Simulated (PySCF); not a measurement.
Isomers of C5H10OS.

All values: PBE0/def2-SVPD (PySCF) at GFN2-xTB geometries, gas phase, one conformer each. Core orbitals are frozen in the response; Δα² is half the sum of the squared differences of the principal polarisabilities.

Question: Rank by HOMO–LUMO gap, highest first.
A. `[O:1]=[S:2]1[CH2:3][CH2:4][CH2:5][CH2:6][CH2:7]1` with O1–S2–C3–C4 -170°, S2–C3–C4–C5 67°, C3–C4–C5–C6 -61°, C4–C5–C6–C7 61°
B. `[CH3:1][S:2][C@H:3]([CH3:4])[C:5]([CH3:6])=[O:7]` with C1–S2–C3–C4 55°, S2–C3–C5–C6 -85° (3-methylthio-2-butanone)
C. `[CH2:1]=[CH:2][CH2:3][CH2:4][S@@:5]([CH3:6])=[O:7]` with C1–C2–C3–C4 -123°, C2–C3–C4–S5 -67°, C3–C4–S5–C6 -176°

Answer: A (6.96 eV), C (6.82 eV), B (5.82 eV).

Question: Rank by dipole moment, highest first.
A. `[CH3:1][S:2][C@H:3]([CH3:4])[C:5]([CH3:6])=[O:7]` with C1–S2–C3–C4 55°, S2–C3–C5–C6 -85°
B. `[CH2:1]=[CH:2][CH2:3][CH2:4][S@@:5]([CH3:6])=[O:7]` with C1–C2–C3–C4 -123°, C2–C3–C4–S5 -67°, C3–C4–S5–C6 -176°
C. `[O:1]=[S:2]1[CH2:3][CH2:4][CH2:5][CH2:6][CH2:7]1` with O1–S2–C3–C4 -170°, S2–C3–C4–C5 67°, C3–C4–C5–C6 -61°, C4–C5–C6–C7 61°
D. `[CH3:1][S:2][CH2:3][O:4][CH:5]1[CH2:6][CH2:7]1` with C1–S2–C3–O4 64°, S2–C3–O4–C5 76°, C3–O4–C5–C6 -90°

Answer: C (4.57 D), B (3.67 D), A (1.52 D), D (0.73 D).

All values together:

| SMILES | μ (D) | HOMO (eV) | LUMO (eV) | α (Å³) | Δα (Å³) |
| --- | --- | --- | --- | --- | --- |
| O=S1CCCCC1 | 4.57 | -6.60 | 0.36 | 12.06 | 3.01 |
| CS[C@H](C)C(C)=O | 1.52 | -6.56 | -0.73 | 12.52 | 1.78 |
| CSCOC1CC1 | 0.73 | -6.43 | 0.51 | 12.43 | 2.58 |
| C=CCC[S@@](C)=O | 3.67 | -6.75 | 0.06 | 13.06 | 5.41 |

Conformers: `[O:1]=[S:2]1[CH2:3][CH2:4][CH2:5][CH2:6][CH2:7]1` with O1–S2–C3–C4 -170°, S2–C3–C4–C5 67°, C3–C4–C5–C6 -61°, C4–C5–C6–C7 61°; `[CH3:1][S:2][C@H:3]([CH3:4])[C:5]([CH3:6])=[O:7]` with C1–S2–C3–C4 55°, S2–C3–C5–C6 -85°; `[CH3:1][S:2][CH2:3][O:4][CH:5]1[CH2:6][CH2:7]1` with C1–S2–C3–O4 64°, S2–C3–O4–C5 76°, C3–O4–C5–C6 -90°; `[CH2:1]=[CH:2][CH2:3][CH2:4][S@@:5]([CH3:6])=[O:7]` with C1–C2–C3–C4 -123°, C2–C3–C4–S5 -67°, C3–C4–S5–C6 -176°.
